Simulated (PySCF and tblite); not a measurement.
The numbers below are computed, except where a source is named.
C3H7Br, numbered as in [CH3:1][CH2:2][CH2:3][Br:4].

Search: ETKDG and KDG, MMFF94s, GFN2-xTB, 90 starts; geometries at PBE0-D3(BJ)/def2-SVP. Weights use PBE0-D3(BJ)/def2-TZVP energies plus GFN2-xTB zero-point and thermal terms (modes under about 100 cm⁻¹ blended into free rotors). Symmetry numbers and mirror images are counted. Conformers within 4 kcal/mol (GFN2-xTB free energy) were kept, 7 at most. Programs: PySCF with density fitting and tblite.

Torsions listed: C1–C2–C3–Br4. Of a mirror pair one member is shown.

```
conformer  shape   symmetry  dipole D
        1    65°  C1 (pair)      2.16
        2   180°         Cs      2.23
```

Task: Which of these conformers is the most populated at 298.15 K, and with what share?

Result: Conformer 1, about 70 %. The lead over the next is within the error of the method.

Task: Give the DFT energies and free energies relative to the lowest, and all weights.

Result: 
| conformer | shape | E(DFT) kcal/mol | G(298.15 K) kcal/mol | weight % |
| --- | --- | --- | --- | --- |
| 1 | 65° | 0.00 | 0.00 | 70.1 |
| 2 | 180° | 0.19 | 0.50 | 29.9 |

Task: How does its share change from 200 K to 400 K?

Result: From 73 % to 68 %; the mixing entropy goes from 2.16 to 2.18 cal/(mol K).
